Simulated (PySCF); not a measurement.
Substituent effects on chemical shifts

Parent skeleton `[SiH3-:1]`; one hydrogen on atom 1 is replaced by X. Hydrogens on one atom are averaged.

- GIAO PBE0/pcSseg-1 shieldings
- coordinates at the GFN2-xTB level
- program: PySCF 2.14
- relativity neglected, one conformer, in vacuum, averaged over atoms made equivalent by symmetry, fast rotation or ring inversion

Chemical shifts δ = σref − σ; ²⁹Si (349.16 ppm), ¹H (31.72 ppm) vs TMS, all at this level.

(1) Order these by the shift of H(Si1), most shielded first.
A. X = F
B. X = OCH3
C. X = ethynyl
D. X = 2-thienyl
E. X = OSiH3

(2) Order these by the shift of Si1, most shielded first.
A. X = OCH3
B. X = cPr
C. X = OSiH3
D. X = F
E. X = ethynyl
F. X = 2-thienyl

## Answers

(1) C (2.86 ppm), D (4.30 ppm), B (5.65 ppm), E (6.48 ppm), A (7.13 ppm).

(2) E (-153.9 ppm), F (-99.7 ppm), B (-84.5 ppm), A (3.8 ppm), C (15.9 ppm), D (54.5 ppm).
